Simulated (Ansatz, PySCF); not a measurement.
H8N2OSi2, SMILES N[Si@@H](O)N[SiH3]. Atoms are numbered in the order given.

```xyz
13

N     -1.3055     0.7978     0.9002
Si    -0.8403     0.0683    -0.5886
O     -0.7376     1.0395    -1.9461
N      0.7776    -0.4860    -0.3576
Si     1.5276    -0.8413     1.1777
H     -0.8024     1.5858     1.2963
H     -2.2511     0.7295     1.2599
H     -1.8808    -0.9718    -0.8344
H     -1.5699     1.2338    -2.3922
H      1.3668    -0.5471    -1.1840
H      0.7072    -1.7854     1.9892
H      2.8495    -1.4722     0.8870
H      1.7766     0.3717     2.0158
```

Geometry: B3LYP-D3(BJ)/def2-SVP. The structure was generated by enumeration; whether it is a known compound was not checked. Other conformers were not sampled.

Two levels are set side by side: PBE-D3(BJ)/def2-SVP (Ansatz, a program for electronic structure) and B3LYP-D3(BJ)/def2-SVP (Ansatz). Each level has its own optimised geometry; the coordinates shown are those of the second. Frequencies come from the Hessian of PySCF at each geometry. Differences are taken from unrounded values.

```csv
quantity,B3LYP-D3(BJ)
mean bond length (Å),1.404
bond N1–Si2 (Å),1.722
bond Si2–O3 (Å),1.672
bond Si2–N4 (Å),1.726
bond N4–Si5 (Å),1.745
bond N1–H6 (Å),1.015
bond N1–H7 (Å),1.014
bond Si2–H8 (Å),1.492
bond O3–H9 (Å),0.964
bond N4–H10 (Å),1.017
bond Si5–H11 (Å),1.491
bond Si5–H12 (Å),1.493
bond Si5–H13 (Å),1.495
highest harmonic wavenumber (cm⁻¹),3875
mean harmonic wavenumber (cm⁻¹),1211
zero-point energy (kcal/mol),57.13
```

What does PBE-D3(BJ) give, and how far is it from B3LYP-D3(BJ)? (An estimate is asked for; the answer gives what the named calculation found.)


| quantity | PBE-D3(BJ) | PBE-D3(BJ) minus B3LYP-D3(BJ) |
|---|---|---|
| mean bond length (Å) | 1.414 | 0.011 |
| bond N1–Si2 (Å) | 1.732 | 0.011 |
| bond Si2–O3 (Å) | 1.685 | 0.013 |
| bond Si2–N4 (Å) | 1.734 | 0.008 |
| bond N4–Si5 (Å) | 1.755 | 0.010 |
| bond N1–H6 (Å) | 1.023 | 0.007 |
| bond N1–H7 (Å) | 1.021 | 0.007 |
| bond Si2–H8 (Å) | 1.506 | 0.015 |
| bond O3–H9 (Å) | 0.973 | 0.009 |
| bond N4–H10 (Å) | 1.023 | 0.007 |
| bond Si5–H11 (Å) | 1.504 | 0.013 |
| bond Si5–H12 (Å) | 1.507 | 0.013 |
| bond Si5–H13 (Å) | 1.509 | 0.014 |
| highest harmonic wavenumber (cm⁻¹) | 3764 | -110 |
| mean harmonic wavenumber (cm⁻¹) | 1177 | -34 |
| zero-point energy (kcal/mol) | 55.54 | -1.60 |

Exact exchange shortens and stiffens bonds; PBE has none. Differences between two approximate levels are no errors against the true value.
